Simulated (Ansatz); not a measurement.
`CB(C)F`. Total charge 0; spin multiplicity 1. The structure was optimised at the PBE0-D4/def2-TZVP level.

```xyz
10

C    -0.794    0.706   -0.907
B    -0.349    0.033    0.431
C     1.001   -0.724    0.649
F    -1.186    0.111    1.471
H    -0.398    0.195   -1.788
H    -0.375    1.721   -0.930
H    -1.877    0.805   -0.996
H     0.844   -1.776    0.375
H     1.331   -0.714    1.690
H     1.803   -0.357    0.005
```

(1) What is the dipole moment at B3LYP/def2-TZVPP? (Best estimate.)

(2) And with PBE, r2SCAN, ωB97M-V? (An estimate is asked.)

(3) Give the Mulliken charges with B3LYP, ωB97M-V, r2SCAN in def2-TZVPP. (Estimate.)

Answers

(1) The calculation gave: 1.37 D, with components (0.86, -0.08, -1.06) D in this frame, pointing from negative to positive charge.

(2) The calculation gave: PBE 1.29 D, r2SCAN 1.35 D, ωB97M-V 1.35 D.

(3) Ansatz gave: 
```tsv
atom	B3LYP	ωB97M-V	r2SCAN
C1	-0.33	-0.37	-0.26
B2	0.32	0.30	0.38
C3	-0.33	-0.37	-0.26
F4	-0.25	-0.25	-0.27
H5	0.10	0.11	0.06
H6	0.09	0.11	0.07
H7	0.11	0.12	0.07
H8	0.09	0.11	0.07
H9	0.11	0.12	0.07
H10	0.10	0.11	0.06
```

B3LYP here is the variant with VWN-RPA as its local correlation; programs differ in this.
